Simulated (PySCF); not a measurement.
# Broadened absorption spectrum of C3H12Ge2

Species: C₃H₁₂Ge₂.
InChI=1S/C3H12Ge2/c1-2-3(4)5/h3H,2H2,1,4-5H3

Level of theory: TDDFT PBE0/def2-SVPD, vertical, gas phase, core orbitals frozen in the response in PySCF. One conformer (not necessarily the lowest) at the PBE0-D3(BJ)/def2-SVP geometry, without solvent, vibrations or thermal averaging. Relativistic effects, spin–orbit coupling among them, are left out although an element past zinc is present. Torsions of this conformer, `[CH3:1][CH2:2][CH:3]([GeH3:4])[GeH3:5]`: C1–C2–C3–Ge4 -176°.

Computed states:

| state | E (eV) | f |
| --- | --- | --- |
| S1 | 7.09 | 0.0023 |
| S2 | 7.49 | 0.332 |
| S3 | 7.71 | 0.026 |
| S4 | 7.75 | 0.0043 |
| S5 | 7.78 | 0.0057 |
| S6 | 7.94 | 0.0090 |
| S7 | 8.14 | 0.021 |
| S8 | 8.16 | 0.042 |
| S9 | 8.28 | 0.011 |
| S10 | 8.34 | 0.011 |

Each state is given a Gaussian of 0.3 eV full width at half maximum, with ε(max) = 2.175×10⁸ f / Δν̃ (Δν̃ the width in cm⁻¹). The cross-section is σ = 3.8235×10⁻²¹ ε cm², given in Mb (10⁻¹⁸ cm²). The width is an assumption, not a result. The curve ends short of the highest state used, and states not computed would add to its high-energy end.

**Question.** Give the broadened spectrum and its maxima.

**Answer.** 
```tsv
λ (nm)	σ (Mb)
160.2	31.20
160.9	41.65
161.7	56.87
162.4	72.27
163.2	90.25
163.9	103.91
164.7	114.18
165.5	116.47
166.2	111.40
167.0	98.67
167.7	83.48
168.5	64.43
169.2	48.46
170.0	32.85
170.8	20.91
171.5	13.46
172.3	7.82
173.0	4.80
173.8	2.80
174.5	1.84
175.3	1.24
176.1	0.92
176.8	0.73
177.6	0.57
178.3	0.45
179.1	0.33
179.8	0.24
180.6	0.16
181.4	0.10
182.1	0.07
182.9	0.04
183.6	0.02
184.4	0.01
185.1	0.01
185.9	0.00
186.7	0.00
```

Maxima: 165 nm (7.50 eV), ε about 31000, made up of S2 (98%) (ε in L mol⁻¹ cm⁻¹; maxima over ε = 5, shares over 10%).

**Question.** What would ε be at 7.50 eV, the highest of these maxima, with half the width (0.15 eV)?

**Answer.** About 59500 L mol⁻¹ cm⁻¹ against 30500, a factor of about 1.9; a lone state at its own centre would give exactly 2.

**Question.** Coming from long wavelengths, where does ε first pass 100 L mol⁻¹ cm⁻¹?

**Answer.** At about 179 nm (6.94 eV), 0.15 eV below S1.

The vertical ionisation energy (ΔSCF) is 9.68 eV, 1.34 eV above S10.

Hardware: an Arm Neoverse V1 with one thread, on a shared host. Cost: 2.5 min.
